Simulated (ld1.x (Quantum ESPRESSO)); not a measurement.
**Which change was made? (W, TM)**

```
Element                 : tungsten (W)
Generator               : ld1.x (Quantum ESPRESSO) 7.5
Type                    : norm-conserving Troullier–Martins (Kleinman–Bylander form)
Functional              : PBEsol
Relativity              : scalar-relativistic
Frozen core             : [Xe] 4f14
Valence charge          : 6
Reference configuration : 5d4 6s1.5 6p0 (charge +0.5)
Partial waves           : 6p (bound, empty): rc 2.70 bohr; 5d (bound): rc 2.15 bohr; 6s (bound): rc 2.05 bohr
Local potential         : the s channel
Core correction         : none
```

Cutoffs, loose and tight: the cutoffs (Ry, on a coarse ladder) from which the occupation-weighted sum of valence levels, in a spherical-Bessel basis at the reference potential, stays within 10 and 1 mRy of its value at 400 Ry. They do not see the model core or the augmentation charge, which bear on the density cutoff. Test errors are all-electron minus pseudo excitation energies from the reference, over the configurations 5d4 6s2 6p0; 5d4 6s1 6p0; 5d4 6s0 6p0; 5d5 6s0 6p0; 5d3 6s2 6p0; 5d2 6s0 6p0; 5d4 6s0 6p1; variants that change the core or the reference have their own tests.

The base gives: outcome: generated; cutoff, loose: 30 Ry; cutoff, tight: 45 Ry; bound ghosts: none; largest test error (meV): -134.

Question: After one change the result is: outcome: generated; cutoff, loose: 30 Ry; cutoff, tight: 35 Ry; bound ghosts: none; largest test error (meV): -89. Which change was it?
A. all radii scaled by about 0.84 (s 1.72, p 2.26, d 1.80 bohr)
B. all radii scaled by about 1.40 (s 2.88, p 3.78, d 3.02 bohr)
C. all radii scaled by about 1.13 (s 2.32, p 3.06, d 2.44 bohr)

Answer: C. The others give: all radii scaled by about 0.84 (s 1.72, p 2.26, d 1.80 bohr) → outcome: generated; cutoff, loose: 70 Ry; cutoff, tight: 110 Ry; bound ghosts: p, s (extra level of the local part); largest test error (meV): +441 | all radii scaled by about 1.40 (s 2.88, p 3.78, d 3.02 bohr) → outcome: generated; cutoff, loose: 21 Ry; cutoff, tight: 30 Ry; bound ghosts: none; largest test error (meV): +30.
